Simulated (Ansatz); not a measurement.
`C[Si](C)(C)C#Cc1ccc(-c2ccc(-c3ccc(-c4ccc(-c5ccc(-c6ccc(C#C[Si](C)(C)C)o6)o5)o4)o3)o2)o1`, relaxed as a singlet with RKS PBE-D4/def2-SVP in Ansatz, starting from the GFN2-xTB geometry. Force threshold 0.03 eV/Å.

Single mean-field runs in def2-SVP are fitted with def2-universal-jkfit.

Start:

```xyz
72

C     2.123   -9.259    8.816
Si    3.844   -9.556    8.053
C     4.055  -11.384    7.549
C     5.215   -9.013    9.261
C     3.969   -8.513    6.520
C     4.042   -7.829    5.524
C     4.122   -7.034    4.373
C     5.024   -7.067    3.332
C     4.639   -6.049    2.446
C     3.524   -5.456    3.001
C     2.716   -4.372    2.538
C     1.602   -3.778    3.091
C     1.216   -2.761    2.204
C     2.117   -2.793    1.162
C     2.228   -2.001   -0.021
C     3.151   -2.068   -1.043
C     2.802   -1.061   -1.954
C     1.685   -0.438   -1.435
C     0.921    0.649   -1.960
C     1.101    1.366   -3.125
C     0.077    2.322   -3.163
C    -0.671    2.133   -2.019
C    -1.830    2.823   -1.546
C    -2.584    2.643   -0.406
C    -3.605    3.604   -0.453
C    -3.416    4.314   -1.621
C    -4.167    5.403   -2.165
C    -5.287    6.039   -1.668
C    -5.618    7.038   -2.595
C    -4.681    6.954   -3.603
C    -4.564    7.728   -4.766
C    -4.497    8.417   -5.760
Si   -4.416    9.491   -7.275
C    -2.807   10.512   -7.216
C    -5.937   10.641   -7.258
C    -4.442    8.373   -8.819
O    -3.803    5.960   -3.339
O    -2.336    3.837   -2.282
O    -0.157    1.117   -1.290
O     1.338   -1.013   -0.260
O     3.030   -3.773    1.366
O     3.210   -6.053    4.169
H     1.983   -8.212    9.067
H     1.333   -9.539    8.125
H     1.986   -9.837    9.725
H     3.976  -12.042    8.410
H     3.294  -11.684    6.835
H     5.023  -11.558    7.088
H     5.118   -7.961    9.513
H     5.173   -9.579   10.187
H     6.202   -9.156    8.831
H     5.849   -7.742    3.231
H     5.103   -5.773    1.522
H     1.138   -4.054    4.015
H     0.391   -2.085    2.299
H     3.966   -2.760   -1.105
H     3.297   -0.819   -2.871
H     1.872    1.214   -3.851
H    -0.102    3.057   -3.919
H    -2.412    1.910    0.355
H    -4.380    3.759    0.268
H    -5.795    5.807   -0.755
H    -6.430    7.735   -2.545
H    -2.697   11.128   -8.105
H    -2.791   11.174   -6.355
H    -1.934    9.870   -7.152
H    -5.948   11.295   -8.126
H    -6.861   10.072   -7.264
H    -5.947   11.270   -6.373
H    -5.363    7.800   -8.876
H    -4.360    8.956   -9.731
H    -3.618    7.666   -8.806
```

Task: Estimate the energy that the relaxation releases and the steps that it takes.

Result: 62.4 kJ/mol, in 11 steps; 52 s on 4 threads of AMD EPYC 7R13 on a shared host and a share (37 GiB) of an NVIDIA H100 80GB HBM3. The force fell under the threshold at step 8, but the optimiser went on and released 0.003 eV more. No frequencies were taken in this run, so the end may be a saddle point.

Task: Does the start keep its bonding and symmetry?

Result: By distances, no bond broke or formed. The bond that changes most is C30–O37, from 1.35 to 1.38 Å (atoms count from 1).

Task: Predict the relaxed structure.

Result: 
```xyz
72

C     2.006   -9.149    8.818
Si    3.706   -9.418    8.038
C     3.931  -11.225    7.528
C     5.076   -8.900    9.235
C     3.815   -8.370    6.518
C     3.909   -7.683    5.493
C     4.051   -6.926    4.317
C     4.976   -6.979    3.276
C     4.620   -5.962    2.354
C     3.493   -5.338    2.882
C     2.685   -4.253    2.414
C     1.559   -3.616    2.924
C     1.214   -2.602    1.990
C     2.151   -2.676    0.965
C     2.337   -1.933   -0.243
C     3.277   -2.011   -1.266
C     2.934   -0.998   -2.200
C     1.806   -0.357   -1.694
C     1.015    0.731   -2.186
C     1.109    1.513   -3.335
C     0.038    2.443   -3.281
C    -0.651    2.175   -2.103
C    -1.807    2.763   -1.498
C    -2.498    2.498   -0.320
C    -3.569    3.429   -0.270
C    -3.471    4.209   -1.419
C    -4.260    5.299   -1.916
C    -5.390    5.936   -1.407
C    -5.729    6.948   -2.339
C    -4.793    6.880   -3.369
C    -4.627    7.624   -4.550
C    -4.494    8.287   -5.587
Si   -4.308    9.287   -7.132
C    -2.680   10.245   -7.043
C    -5.774   10.478   -7.233
C    -4.300    8.112   -8.613
O    -3.895    5.866   -3.100
O    -2.397    3.802   -2.164
O    -0.058    1.136   -1.437
O     1.444   -0.928   -0.503
O     3.046   -3.681    1.222
O     3.144   -5.914    4.067
H     1.858   -8.087    9.097
H     1.195   -9.436    8.118
H     1.903   -9.765    9.736
H     3.879  -11.891    8.415
H     3.142  -11.537    6.815
H     4.915  -11.380    7.040
H     4.966   -7.836    9.526
H     5.042   -9.516   10.157
H     6.075   -9.027    8.772
H     5.810   -7.685    3.209
H     5.113   -5.701    1.412
H     1.056   -3.868    3.863
H     0.384   -1.891    2.044
H     4.107   -2.721   -1.319
H     3.447   -0.757   -3.137
H     1.868    1.418   -4.119
H    -0.216    3.222   -4.006
H    -2.247    1.720    0.407
H    -4.329    3.526    0.512
H    -5.904    5.692   -0.471
H    -6.560    7.659   -2.285
H    -2.538   10.858   -7.958
H    -2.665   10.924   -6.167
H    -1.817    9.554   -6.955
H    -5.704   11.101   -8.149
H    -6.735    9.924   -7.265
H    -5.799   11.155   -6.355
H    -5.243    7.532   -8.666
H    -4.190    8.681   -9.560
H    -3.458    7.392   -8.544
```
Bond lengths: 27 × C–C 1.24 to 1.44 Å; 12 × C–O 1.36 to 1.38 Å; 8 × C–Si 1.85 to 1.89 Å; 30 × C–H 1.09 to 1.11 Å.
